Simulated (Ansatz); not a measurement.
Abridged output of a molecular run in Ansatz:

```
Functional definition: HF
1951 factors; integrals over basis functions are off by at most 1.4e-3 eV
mean field evaluation 1: about -83568.8972 eV, gradient 5.3e1 eV
mean field evaluation 2: about -83569.1840 eV, gradient 5.3e1 eV
mean field evaluation 4: about -83574.7811 eV, gradient 4.4e0 eV
mean field evaluation 8: about -83574.8560 eV, gradient 2.9e-1 eV
mean field -83574.85634247 eV, -3071.3193215137 hartree, gradient 3.6e-6 eV, S^2 0.000000; 0 other end points of the search recorded, 0 dependent functions left out
18 core orbitals not correlated: weight in the atoms' cores, before any rotation towards them, 1.000 or more for the frozen orbitals, at most 0.000 for the correlated occupied ones
reference -83574.85634247 eV, -3071.3193215137 hartree; 24, 24 occupied and 284, 284 virtual orbitals, 1951 factors
second order -32.69498145 eV of doubles, -0.00000000 eV of singles
cycle   1  -33.03166855 eV  change   -3.4e-1 eV  update   1.1e-1
cycle   2  -33.72383712 eV  change   -6.9e-1 eV  update   2.9e-2
cycle   3  -33.84723589 eV  change   -1.2e-1 eV  update   1.4e-2
cycle   4  -33.83423953 eV  change    1.3e-2 eV  update   3.0e-3
cycle   5  -33.83433403 eV  change   -9.5e-5 eV  update   1.3e-3
cycle   6  -33.83482413 eV  change   -4.9e-4 eV  update   3.7e-4
cycle   7  -33.83456701 eV  change    2.6e-4 eV  update   1.5e-4
cycle   8  -33.83454127 eV  change    2.6e-5 eV  update   4.3e-5
perturbative correction -1.26480080 eV, -0.0464805719 hartree
Total energy: -83609.95568454 eV, -3072.6091985435 hartree
```

Its atoms:

Z-matrix (Å, degrees):
```
C
C 1 1.528
H 1 1.094 2 111.4
H 1 1.092 2 111.3 3 120.2
H 1 1.093 2 111.3 3 -119.6
Si 2 1.856 1 113.2 3 -60.4
H 2 1.095 1 110.6 3 178.5
H 2 1.095 1 110.8 3 60.9
O 6 1.638 2 105.3 1 -64.2
N 6 1.704 2 117.9 1 58.8
Br 6 2.239 2 108.4 1 176.2
H 9 0.959 6 116.2 2 175.7
H 10 1.007 6 121.8 2 -62.3
H 10 1.005 6 121.4 2 93.1
```

(1) Which basis set was used?
A. def2-TZVPPD
B. def2-SVPD
C. cc-pV(D+d)Z
D. def2-TZVPP

(2) Write the keys of the input that set method, charge and spin (a neutral closed shell needs none for the last two).

## Answers

(1) D. It gives 326 functions.

(2) 
```yaml
correlation: {method: ccsd_t}
```
